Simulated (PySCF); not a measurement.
A calculated (MN15, PySCF 2.14, cc-pV(T+d)Z, the non-relativistic Hamiltonian (point nucleus)) atom or ion has these occupied shells.

```
shell  electrons  orbital energy (eV)  rms radius, mean of both spins (bohr)
 1s α          1              -2392.3                                  0.113
 1s β          1              -2392.0                                  0.113
 2s α          1              -211.34                                  0.532
 2s β          1              -211.13                                  0.532
 2p α          3              -162.18                                  0.494
 2p β          3              -161.96                                  0.494
 3s α          1              -20.302                                   1.85
 3s β          1              -17.804                                   1.85
 3p α          3               -9.612                                   2.23
 3p β          1               -8.002                                   2.23
```

(1) Name the element and its charge.

## Answers

(1) S (sulfur, neutral), in [Ne] 3s2 3p4, high-spin 3P determinant.
